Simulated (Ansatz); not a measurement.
Frontier orbitals of CHAlClN (`N#[C][AlH][Cl]`).

Total charge 0; spin multiplicity 1. The geometry is a stationary point of PBE0-D4/def2-TZVP. Basis def2-TZVPP, Ansatz.

Wavefunction ionisation energies are left out: the UHF cation lies over 0.3 eV above the hybrids' and is likely on a second state.

Orbital energies of one run (eV). Highest occupied ones, from the top: -8.18, -8.64, -8.69, -8.77, -8.99, -9.37, -10.50, -12.95, -20.78, -22.71, -70.53, -70.60, -70.80, -108.69. Empty: -3.24, -1.72, -1.11, -0.23, 0.41, 1.23.

Which functional gave them?
A. CAM-B3LYP
B. PBE
C. B3LYP
D. ωB97M-V

B. HOMO energies: PBE -8.18, CAM-B3LYP -11.03, B3LYP -9.37, ωB97M-V -11.89 eV.

B3LYP here is the variant with VWN-RPA as its local correlation; programs differ in this.
